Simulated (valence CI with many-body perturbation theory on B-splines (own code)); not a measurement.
**Hf51+: one-electron terms**

Calculated by configuration interaction combined with many-body perturbation theory (CI+MBPT): three valence electrons over a frozen Dirac-Fock core [Ar], radial functions for each j: 9 s, 9 p, 10 d, 8 f, 5 g, 3 h, 1 i, with the one-electron correlation potential Σ1 (screened to all orders), the two-electron term Σ2, the three-electron term Σ3, Breit, model QED; selected single and double excitations, second order for the rest (own B-spline code, finite nucleus).

No measured spectrum was set against this ion. As an estimate, large intervals hold to a few tenths of a per cent, small ones and those within an open d or f shell to about a per cent. The list stops below the first excitations out of the core. Only levels of the ground parity were solved; by the run's estimate the other parity begins above the list, which can be wrong where configurations are misplaced.

These are the spectroscopic orbitals of the CI (the correlating ones are not listed), shaped by the core and the other valence electrons. h is the expectation value of the core's Dirac-Fock operator, without the valence repulsion; Σ1 is computed up to l = 3 at one energy for each symmetry, that of its lowest orbital but kept below the first core excitation, so for empty shells it is not the orbital's own correlation shift; Breit and QED include the response of the core.

```csv
Orbital,h (hartree),Σ1 (cm⁻¹),Breit (cm⁻¹),QED (cm⁻¹),⟨r⟩ (bohr)
4s1/2,-109.78,-8449,14955,11529,0.3786
5s1/2,-67.499,-3253,7170,5652,0.6145
6s1/2,-45.696,-1636,3924,3158,0.9090
4p1/2,-106.78,-11348,23978,389,0.3717
5p1/2,-66.013,-4088,11732,204,0.6110
6p1/2,-44.856,-2010,6493,118,0.9089
4p3/2,-102.58,-10500,14031,1431,0.3882
5p3/2,-63.961,-3955,6929,721,0.6314
6p3/2,-43.702,-1977,4203,409,0.9335
3d3/2,-183.03,-22213,29460,-2069,0.1705
4d3/2,-98.437,-11166,11299,-601,0.3655
5d3/2,-61.966,-4266,5504,-272,0.6154
3d5/2,-180.47,-20173,15730,-623,0.1741
4d5/2,-97.471,-10557,6002,-84.7,0.3699
5d5/2,-61.482,-3984,2888,-18.4,0.6209
4f5/2,-93.773,-28968,1771,-449,0.3274
5f5/2,-59.775,-11125,766,-209,0.5835
4f7/2,-93.415,-22900,51.5,-224,0.3295
5f7/2,-59.583,-8829,90.1,-94.5,0.5859
5g7/2,-58.591,,166,-65.3,0.5225
5g9/2,-58.499,,-44.7,-7.9,0.5238
```

Among the shells of the start configuration 3d3, Σ1 is largest in size for 3d3/2, where it is 0.055 % of h.

Lowest root of each symmetry, sizes in configuration state functions:

| J | Parity | Roots | Reference | Variational | Second order | Change by selected CI (cm⁻¹) | Change by second order (cm⁻¹) |
| --- | --- | --- | --- | --- | --- | --- | --- |
| 1/2 | even | 2 | 43 | 3436 | 780 | -6414 | -1 |
| 3/2 | even | 5 | 71 | 6410 | 5115 | -6319 | -1 |
| 5/2 | even | 5 | 79 | 7797 | 10557 | -4588 | -1 |
| 7/2 | even | 3 | 66 | 7638 | 2037 | -5674 | -1 |
| 9/2 | even | 3 | 49 | 6833 | 1826 | -5768 | -1 |
| 11/2 | even | 1 | 25 | 4715 | 2153 | -6042 | -2 |
